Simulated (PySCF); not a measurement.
Computed shifts of a molecule CH7ClSi2, HF/pcSseg-1 (PySCF), GIAO, gas phase, atoms alike by connectivity averaged where their shifts nearly agree, in ppm (number of nuclei): ²⁹Si: -18.8 (1), -60.7 (1). ¹³C: -8.5 (1). ¹H: 5.01 (2), 3.96 (1), 3.82 (1), 0.76 (3). References: ²⁹Si against TMS (σ = 393.8 ppm); ³⁵Cl against HCl (σ = 958.2 ppm); ¹³C against TMS (σ = 192.6 ppm); ¹H against TMS (σ = 31.99 ppm), references at their B3LYP-D3(BJ)/def2-TZVP geometries, non-relativistic (without spin–orbit terms, shifts of atoms bonded to Cl or Br come out too high). Geometry optimised at B3LYP-D3(BJ)/def2-SVP. One conformer was computed; it need not be the lowest.

Problem. Which structure fits?
A. [SiH3]C[SiH2]Cl
B. C[Si@@H]([SiH3])Cl
C. C[SiH2][SiH2]Cl

Solution. C, C[SiH2][SiH2]Cl
